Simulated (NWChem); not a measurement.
Species: CH5CdNO; SMILES [NH2][Cd][O]C

```xyz
9

Cd     0.9902    -0.0701    -0.0889
O      1.0454     1.8689    -0.4133
C      0.0244     2.7469    -0.0776
H     -0.2004     2.7850     1.0098
H      0.3160     3.7746    -0.3688
H     -0.9379     2.5400    -0.5932
N      1.2097    -2.0473     0.1145
H      0.4846    -2.5721    -0.3739
H      1.1642    -2.3462     1.0883
```
Atoms are numbered in this order, from 1.

Program: NWChem. STO-3G and 3-21G are far too small for this property and stand as cheap habits. Geometry: optimised at PBE0/def2-SVP. No frequency run checked for a minimum. def2 effective core potentials on Cd; no spin-orbit coupling. Field at 589 nm.

Q: Among these, which level gives the highest value of “isotropic polarisability (bohr³)”?
(A) B3LYP/STO-3G (all-electron, non-relativistic)
(B) B3LYP/def2-SVP (core potentials)
(C) B3LYP/def2-SVPD (core potentials)

A: C, B3LYP/def2-SVPD (core potentials). Values: B3LYP/STO-3G (all-electron, non-relativistic) 34.0; B3LYP/def2-SVP (core potentials) 54.1; B3LYP/def2-SVPD (core potentials) 62.6
